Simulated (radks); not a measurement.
The numbers below are computed, except where a source is named.
Os I, 76 electrons, occupied as [Xe] 4f14 5d6 6s2.

Level of theory: scalar-relativistic Kohn-Sham, MS2 meta-GGA, spin-polarised, spherical densities, finite nucleus; open shells are filled with parallel spins first (spin-orbit coupling, left out, can overturn this in heavy ions); meta-GGA in the generalised Kohn-Sham scheme; Fermi nuclear charge, rms radius 5.4126 fm (a radial shooting solver on a logarithmic mesh with Libxc functionals).

Energy parts (eV):
total: -469404.58
kinetic: 520102.32
electron-nucleus: -1163245.03
Hartree: 182911.22
exchange-correlation: -9173.09

Orbitals (lengths in bohr, moments of r in powers of bohr; r(90%) holds 90 % of the orbital's charge):
1s up: occ. 1; eigenvalue (eV) -73898.91; r(90%) 0.0323; <1/r> 90.45
1s down: occ. 1; eigenvalue (eV) -73898.91; r(90%) 0.0323; <1/r> 90.45
2s up: occ. 1; eigenvalue (eV) -12879.92; r(90%) 0.116; <1/r> 21.19
2s down: occ. 1; eigenvalue (eV) -12879.77; r(90%) 0.116; <1/r> 21.19
2p up: occ. 3; eigenvalue (eV) -11210.67; r(90%) 0.110; <1/r> 19.05
2p down: occ. 3; eigenvalue (eV) -11210.53; r(90%) 0.110; <1/r> 19.05
3s down: occ. 1; eigenvalue (eV) -3002.588; r(90%) 0.284; <1/r> 7.854
3s up: occ. 1; eigenvalue (eV) -3002.576; r(90%) 0.284; <1/r> 7.854
3p up: occ. 3; eigenvalue (eV) -2510.789; r(90%) 0.291; <1/r> 7.213
3p down: occ. 3; eigenvalue (eV) -2510.760; r(90%) 0.291; <1/r> 7.213
3d up: occ. 5; eigenvalue (eV) -1962.204; r(90%) 0.273; <1/r> 6.801
3d down: occ. 5; eigenvalue (eV) -1962.066; r(90%) 0.273; <1/r> 6.801
4s up: occ. 1; eigenvalue (eV) -636.4927; r(90%) 0.618; <1/r> 3.342
4s down: occ. 1; eigenvalue (eV) -636.2120; r(90%) 0.619; <1/r> 3.341
4p up: occ. 3; eigenvalue (eV) -474.8761; r(90%) 0.666; <1/r> 3.032
4p down: occ. 3; eigenvalue (eV) -474.6288; r(90%) 0.666; <1/r> 3.031
4d up: occ. 5; eigenvalue (eV) -274.1194; r(90%) 0.731; <1/r> 2.706
4d down: occ. 5; eigenvalue (eV) -273.8510; r(90%) 0.731; <1/r> 2.706
5s up: occ. 1; eigenvalue (eV) -92.4044; r(90%) 1.45; <1/r> 1.324
5s down: occ. 1; eigenvalue (eV) -90.4409; r(90%) 1.44; <1/r> 1.334
4f up: occ. 7; eigenvalue (eV) -51.9855; r(90%) 0.912; <1/r> 2.237
5p up: occ. 3; eigenvalue (eV) -51.9583; r(90%) 1.71; <1/r> 1.119
4f down: occ. 7; eigenvalue (eV) -51.5722; r(90%) 0.906; <1/r> 2.243
5p down: occ. 3; eigenvalue (eV) -49.5295; r(90%) 1.70; <1/r> 1.128
5d up: occ. 5; eigenvalue (eV) -7.2691; r(90%) 2.82; <1/r> 0.7371
6s up: occ. 1; eigenvalue (eV) -6.6611; r(90%) 4.32; <1/r> 0.4352
6s down: occ. 1; eigenvalue (eV) -5.3790; r(90%) 4.65; <1/r> 0.4083
5d down: occ. 1; eigenvalue (eV) -4.7682; r(90%) 3.04; <1/r> 0.7166
6p up: occ. 0; eigenvalue (eV) -1.4134; r(90%) 6.86; <1/r> 0.2886

The highest occupied level is 5d down at -4.768 eV. The electron density at the nucleus is 1.788e+06 e/bohr^3 (large components only). Spin moment in Bohr magnetons: 4. The density falls to 0.001 e/bohr^3 at r = 4.61 bohr. Summed over all electrons, <r^2> = 66.55 bohr^2, which gives a Langevin (diamagnetic) susceptibility term of -52.7 x 10^-6 cm^3/mol.
